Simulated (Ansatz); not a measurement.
Ansatz (a first-principles code) input (B3LYP-D3(BJ)/def2-TZVP):

Ansatz 0.2 input:
```yaml
crystal:
  periodic: [false, false, false]
  atoms:
    - {symbol: C, position_ang: [-1.27762331, -0.05460760, 0.17679784]}
    - {symbol: C, position_ang: [0.12485756, -0.52013112, 0.11957257]}
    - {symbol: C, position_ang: [1.34596728, 0.06644221, -0.39476201]}
    - {symbol: O, position_ang: [1.11792481, -0.18746049, 0.99356600]}
    - {symbol: H, position_ang: [-1.78640922, -0.51558450, 1.02087927]}
    - {symbol: H, position_ang: [-1.79021170, -0.32634694, -0.74287399]}
    - {symbol: H, position_ang: [-1.32726741, 1.03387455, 0.29965794]}
    - {symbol: H, position_ang: [1.40014976, 1.12020623, -0.65422843]}
    - {symbol: H, position_ang: [2.09175353, -0.56625918, -0.85952105]}
basis:
  gaussian:
    orbitals: def2-TZVP
hamiltonian:
  xc: b3lyp
  dispersion: d3bj
magnetization: {spin_polarized: true, initial_magnetization: 1}
relax: {f_tol: 0.002, max_steps: 150}
```

Output:

```
Functional definition: B3LYP
integrals: 0.05 GiB planned
911 factors; their error is unknown
mean field: 0.73 GiB planned
mean field evaluation 1: about -5231.8126 eV, gradient 3.9e1 eV
mean field evaluation 2: about -5229.8084 eV, gradient 4.4e1 eV
mean field evaluation 4: about -5238.6682 eV, gradient 3.6e0 eV
mean field evaluation 8: about -5238.7137 eV, gradient 8.0e-2 eV
mean field evaluation 16: about -5238.6993 eV, gradient 1.4e-4 eV
mean field -5238.69925150 eV, -192.5186465746 hartree, gradient 3.5e-5 eV, S^2 0.753138; 0 other end points of the search recorded, 0 dependent functions left out
the calculation of the forces begins
reference -5238.69949754 eV, -192.5186556166 hartree; 16, 15 occupied and 138, 139 virtual orbitals, 911 factors
relax step   1: F+E_penalty+E_count = -5238.92282655 eV  Δ(F+E_penalty+E_count) = +0.000e0 eV  max|allowed force component| = 1.208e0 eV/Å  Δτ_max = 0.0000 Å  (31 SCF iters, accepted)
these checks for a lower state are left out or cut short: starts, cluster_reference, orbital_swaps, neighbouring_geometries, increment
integrals: 0.05 GiB planned
911 factors; their error is unknown
mean field: 0.73 GiB planned
mean field -5238.72084993 eV, -192.5194403022 hartree, gradient 1.4e-5 eV, S^2 0.753137; 0 other end points of the search recorded, 0 dependent functions left out
the calculation of the forces begins
reference -5238.72109574 eV, -192.5194493358 hartree; 16, 15 occupied and 138, 139 virtual orbitals, 911 factors
relax step   2: F+E_penalty+E_count = -5238.94401062 eV  Δ(F+E_penalty+E_count) = -2.118e-2 eV  max|allowed force component| = 6.534e-1 eV/Å  Δτ_max = 0.0211 Å  (35 SCF iters, accepted)
these checks for a lower state are left out or cut short: starts, cluster_reference, orbital_swaps, neighbouring_geometries, increment
integrals: 0.05 GiB planned
911 factors; their error is unknown
mean field: 0.73 GiB planned
mean field evaluation 32: about -5238.7292 eV, gradient 1.6e-5 eV
mean field -5238.72923328 eV, -192.5197483850 hartree, gradient 1.6e-5 eV, S^2 0.753140; 0 other end points of the search recorded, 0 dependent functions left out
the calculation of the forces begins
reference -5238.72947878 eV, -192.5197574067 hartree; 16, 15 occupied and 138, 139 virtual orbitals, 911 factors
relax step   3: F+E_penalty+E_count = -5238.95234282 eV  Δ(F+E_penalty+E_count) = -8.332e-3 eV  max|allowed force component| = 1.076e-1 eV/Å  Δτ_max = 0.0176 Å  (34 SCF iters, accepted)
these checks for a lower state are left out or cut short: starts, cluster_reference, orbital_swaps, neighbouring_geometries, increment
integrals: 0.05 GiB planned
911 factors; their error is unknown
mean field: 0.73 GiB planned
mean field -5238.72808740 eV, -192.5197062744 hartree, gradient 2.0e-5 eV, S^2 0.753128; 0 other end points of the search recorded, 0 dependent functions left out
the calculation of the forces begins
reference -5238.72833269 eV, -192.5197152887 hartree; 16, 15 occupied and 138, 139 virtual orbitals, 911 factors
relax step   4: F+E_penalty+E_count = -5238.95167323 eV  Δ(F+E_penalty+E_count) = +6.696e-4 eV  max|allowed force component| = 2.101e-1 eV/Å  Δτ_max = 0.0210 Å  (35 SCF iters, rejected (line search))
these checks for a lower state are left out or cut short: starts, cluster_reference, orbital_swaps, neighbouring_geometries, increment
integrals: 0.05 GiB planned
911 factors; their error is unknown
mean field: 0.73 GiB planned
mean field -5238.72965748 eV, -192.5197639737 hartree, gradient 1.7e-5 eV, S^2 0.753138; 0 other end points of the search recorded, 0 dependent functions left out
the calculation of the forces begins
reference -5238.72990287 eV, -192.5197729919 hartree; 16, 15 occupied and 138, 139 virtual orbitals, 911 factors
relax step   5: F+E_penalty+E_count = -5238.95290758 eV  Δ(F+E_penalty+E_count) = -5.648e-4 eV  max|allowed force component| = 1.643e-2 eV/Å  Δτ_max = 0.0105 Å  (35 SCF iters, accepted)
these checks for a lower state are left out or cut short: starts, cluster_reference, orbital_swaps, neighbouring_geometries, increment
integrals: 0.05 GiB planned
911 factors; their error is unknown
mean field: 0.73 GiB planned
mean field -5238.72969262 eV, -192.5197652652 hartree, gradient 1.5e-5 eV, S^2 0.753137; 0 other end points of the search recorded, 0 dependent functions left out
the calculation of the forces begins
reference -5238.72993804 eV, -192.5197742843 hartree; 16, 15 occupied and 138, 139 virtual orbitals, 911 factors
relax step   6: F+E_penalty+E_count = -5238.95296222 eV  Δ(F+E_penalty+E_count) = -5.464e-5 eV  max|allowed force component| = 1.179e-2 eV/Å  Δτ_max = 0.0057 Å  (36 SCF iters, accepted)
these checks for a lower state are left out or cut short: starts, cluster_reference, orbital_swaps, neighbouring_geometries, increment
integrals: 0.05 GiB planned
911 factors; their error is unknown
mean field: 0.73 GiB planned
mean field -5238.72970714 eV, -192.5197657987 hartree, gradient 1.5e-5 eV, S^2 0.753138; 0 other end points of the search recorded, 0 dependent functions left out
the calculation of the forces begins
reference -5238.72995261 eV, -192.5197748197 hartree; 16, 15 occupied and 138, 139 virtual orbitals, 911 factors
relax step   7: F+E_penalty+E_count = -5238.95297969 eV  Δ(F+E_penalty+E_count) = -1.746e-5 eV  max|allowed force component| = 3.761e-3 eV/Å  Δτ_max = 0.0037 Å  (36 SCF iters, accepted)
these checks for a lower state are left out or cut short: starts, cluster_reference, orbital_swaps, neighbouring_geometries, increment
integrals: 0.05 GiB planned
911 factors; their error is unknown
mean field: 0.73 GiB planned
mean field evaluation 64: about -5238.7297 eV, gradient 3.4e-4 eV
mean field -5238.72970560 eV, -192.5197657422 hartree, gradient 1.5e-5 eV, S^2 0.753137; 0 other end points of the search recorded, 0 dependent functions left out
the calculation of the forces begins
reference -5238.72995110 eV, -192.5197747643 hartree; 16, 15 occupied and 138, 139 virtual orbitals, 911 factors
relax step   8: F+E_penalty+E_count = -5238.95298027 eV  Δ(F+E_penalty+E_count) = -5.798e-7 eV  max|allowed force component| = 4.170e-3 eV/Å  Δτ_max = 0.0016 Å  (36 SCF iters, accepted)
these checks for a lower state are left out or cut short: starts, cluster_reference, orbital_swaps, neighbouring_geometries, increment
integrals: 0.05 GiB planned
911 factors; their error is unknown
mean field: 0.73 GiB planned
mean field -5238.72970877 eV, -192.5197658587 hartree, gradient 1.5e-5 eV, S^2 0.753138; 0 other end points of the search recorded, 0 dependent functions left out
the calculation of the forces begins
reference -5238.72995427 eV, -192.5197748808 hartree; 16, 15 occupied and 138, 139 virtual orbitals, 911 factors
relax step   9: F+E_penalty+E_count = -5238.95298272 eV  Δ(F+E_penalty+E_count) = -2.455e-6 eV  max|allowed force component| = 6.645e-4 eV/Å  Δτ_max = 0.0008 Å  (36 SCF iters, accepted)
integrals: 0.05 GiB planned
911 factors; their error is unknown
mean field: 0.73 GiB planned
mean field evaluation 96: about -5238.7297 eV, gradient 7.5e-4 eV
mean field -5238.72970877 eV, -192.5197658587 hartree, gradient 1.5e-5 eV, S^2 0.753138; 1 other end points of the search recorded, 0 dependent functions left out
the calculation of the forces begins
reference -5238.72995427 eV, -192.5197748808 hartree; 16, 15 occupied and 138, 139 virtual orbitals, 911 factors
Total energy: -5238.95322823 eV, -192.5279800473 hartree
Atom 0 at    -1.276305    -0.057587     0.175625 Å, force     0.000082    -0.000306    -0.000261 eV/Å
Atom 1 at     0.128869    -0.518103     0.090321 Å, force     0.000096     0.000511     0.000032 eV/Å
Atom 2 at     1.352222     0.065369    -0.412353 Å, force    -0.000037    -0.000665     0.000290 eV/Å
Atom 3 at     1.087415    -0.188756     1.012755 Å, force    -0.000203     0.000032    -0.000180 eV/Å
Atom 4 at    -1.777441    -0.516255     1.029584 Å, force     0.000139     0.000088     0.000059 eV/Å
Atom 5 at    -1.820636    -0.325820    -0.729827 Å, force     0.000099     0.000035     0.000062 eV/Å
Atom 6 at    -1.323984     1.033283     0.300208 Å, force    -0.000073     0.000063     0.000098 eV/Å
Atom 7 at     1.411148     1.123217    -0.656885 Å, force    -0.000105     0.000172     0.000027 eV/Å
Atom 8 at     2.117854    -0.565214    -0.850340 Å, force     0.000003     0.000071    -0.000130 eV/Å
Dipole moment:    -0.140120     0.153990    -0.312987 e Å
```

It need not be the lowest isomer of its formula.
